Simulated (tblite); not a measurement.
Compound: C4H15NOSi2.
Structure used (GFN2-xTB), in Å, numbered top down from 1:
```
atom  x, y, z in Å
C1    -1.701    0.709    1.338
C2    -1.259   -0.191    0.176
C3    -1.901    0.295   -1.121
C4    -1.688   -1.637    0.452
N5     0.185   -0.162    0.037
Si6    1.125    0.980   -0.822
O7     2.666    0.714   -0.383
Si8    3.966   -0.147    0.017
H9    -1.354    1.725    1.167
H10   -1.278    0.355    2.275
H11   -2.785    0.718    1.426
H12   -1.639    1.333   -1.304
H13   -1.548   -0.302   -1.957
H14   -2.983    0.211   -1.058
H15   -2.769   -1.704    0.544
H16   -1.364   -2.284   -0.360
H17   -1.241   -1.996    1.377
H18    0.638   -0.608    0.823
H19    0.934    2.396   -0.483
H20    1.026    0.736   -2.262
H21    4.558    0.560    1.152
H22    3.565   -1.503    0.401
H23    4.841   -0.169   -1.153
```

Calculated harmonic vibrations of the isolated species, GFN2-xTB (tblite), most abundant isotopes, no scaling. Errors from tens to a few hundred cm⁻¹ against measured bands are possible. Modes of hydrogen on silicon can be 10 to 20 % off. One conformer, not necessarily the lowest. The optimisation stopped once no atom felt more than 0.01 eV/Å.

Lowest wavenumbers of the output (negative numbers stand for imaginary wavenumbers):
```
mode    cm-1
  1     -28.7
  2      19.2
  3      40.9
  4      67.3
  5      81.8
  6     143.6
  7     183.6
  8     225.1
```

Q: Is this structure a minimum?

A: Not by this Hessian. 1 mode is imaginary beyond 20i (29i cm⁻¹), so at this level the point lies at or near a first-order saddle. The curvature is small, so loose convergence or finite differences may be the whole cause.

Q: Which atoms move in the imaginary mode?

A: 29i: H23 (Si–H hydrogen) 30 %, H21 (Si–H hydrogen) 30 %, H22 (Si–H hydrogen) 18 %, O7 (siloxane oxygen) 12 %. These are shares of the mass-weighted motion.

Q: What is the remedy?

A: Step along that mode in both directions, optimise again with tighter thresholds and repeat the frequencies. The zero-point energy of this point (113.7 kcal/mol) counts the 62 real modes alone, and thermal corrections from it aren't those of a minimum.
